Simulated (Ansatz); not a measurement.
In9Sb10H26⁺, a nanocrystal cut from wurtzite InSb (hydrogen-capped). Total charge 1; singlet. Geometry r2SCAN-D4/def2-SVP, basis def2-SVP, Ansatz.

Cartesian coordinates in Å:
```
Sb 1.7515 4.1854 -1.7686
In 0.3627 5.9261 0.2104
Sb 2.5953 -0.0654 -3.8952
In 3.9081 -2.6883 -3.7938
In 1.1140 1.4333 -1.9734
Sb 1.5387 0.3353 0.6052
Sb -1.2306 3.7067 1.1823
In 0.2077 1.7937 2.7156
Sb 2.4343 -3.7163 -1.4737
In 0.9471 -2.4370 0.5961
Sb 1.4274 -3.3493 3.2338
Sb -1.4022 -0.2708 3.8224
In 0.0165 -2.1171 5.5506
Sb -1.6244 1.0162 -2.4317
In -3.1190 2.7192 -0.6815
In -1.7630 -1.8416 -2.8890
Sb -1.7774 -2.5326 -0.0751
Sb -4.5489 0.7676 0.8603
In -3.3012 -1.4915 2.1137
H 3.4486 4.2047 -1.6592
H 1.6662 4.7335 -3.3761
H 1.6014 6.2389 1.3522
H -0.6309 6.8953 -0.7948
H 3.7534 1.0518 -4.4550
H 1.5940 0.0244 -5.2668
H 5.4463 -2.3209 -3.1372
H 3.2890 -3.5505 -5.1342
H 3.2212 0.4301 0.8583
H -2.2604 4.4072 2.3474
H 1.3491 2.4745 3.8160
H 3.4955 -4.7393 -0.6195
H 1.3705 -4.9475 -1.9677
H 3.1234 -3.3571 3.3607
H 1.2463 -5.0357 3.1109
H -2.4246 0.5921 4.8801
H 1.2785 -1.2603 6.3312
H -1.0713 -3.3580 6.0130
H -1.7885 1.7667 -3.9528
H -4.1347 3.8395 -1.5037
H -0.1121 -2.2014 -3.3232
H -3.2275 -2.2884 -3.6559
H -2.0467 -4.2128 0.0173
H -5.3922 1.6094 2.0732
H -5.9173 0.2506 -0.0074
H -4.4138 -2.6206 2.7846
```

```
run  HOMO (eV)  LUMO (eV)
  A     -10.53      -3.16
  B      -7.94      -5.21
  C      -7.99      -5.30
  D      -8.83      -4.68
  E      -8.21      -5.18
```

In the def2 sets In, Sb take a core potential; there is no spin–orbit coupling. Single mean-field runs in def2-SVP are fitted with def2-universal-jkfit.

Q: The runs used PBE, PBE0, r2SCAN, revPBE, ωB97M-V. Estimate which is which.

A: A ωB97M-V (range-separated); B revPBE (0 % exact exchange); C PBE (0 % exact exchange); D PBE0 (25 % exact exchange); E r2SCAN (0 % exact exchange). Exact exchange lowers occupied and raises empty levels; among semilocal functionals meta-GGAs tend to open the gap a little, and such runs are hard to tell apart. The gap grows from 2.69 eV (PBE) to 7.37 eV (ωB97M-V).
